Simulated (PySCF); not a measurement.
# Gallium: a sound run and one with changed settings

Sound run: Ga [Ar] 3d10 4s2 4p1, Ga⁺ [Ar] 3d10 4s2. Calculation: PySCF 2.14, in cc-pVDZ-PP with ECP10MDF (4s3p2d, 23 functions); a scalar-relativistic core potential. In the sound run the correlated levels freeze 3s2 3p6 3d10 outside the core potential. The sound run starts from symmetry-adapted Hartree-Fock orbitals and uses a fine grid where one is needed.

Changed run: initial guess atom, at most 50 SCF cycles, level shift 2.0 hartree.

```tsv
species	method	sound run (hartree)	changed run (hartree)	converged
Ga	UHF	-258.29077	-258.29077	yes
Ga	TPSS	-259.37043	-259.37043	yes
Ga	PBE0	-259.40173	-259.40173	yes
Ga	MP2	-258.31939	-258.29764	yes
Ga	CCSD(T)	-258.33428	-258.33428	yes
Ga⁺	UHF	-258.08810	-258.08810	yes
Ga⁺	TPSS	-259.15325	-259.15325	yes
Ga⁺	PBE0	-259.18347	-259.18347	yes
Ga⁺	MP2	-258.11120	-258.09362	yes
Ga⁺	CCSD(T)	-258.12336	-258.12336	yes
```

Ionisation energy of Ga:

```csv
method,sound run (eV),changed run (eV)
UHF,5.515,5.515
TPSS,5.910,5.910
PBE0,5.939,5.939
MP2,5.665,5.552
SCS-MP2,5.644,5.547
CCSD,5.727,5.727
CCSD(T),5.739,5.739
```

A level shift leaves the converged SCF energy unchanged but raises the virtual orbital energies, which shrinks MP2 if it is not removed.

For comparison, NIST gives 5.999 eV between the lowest levels.
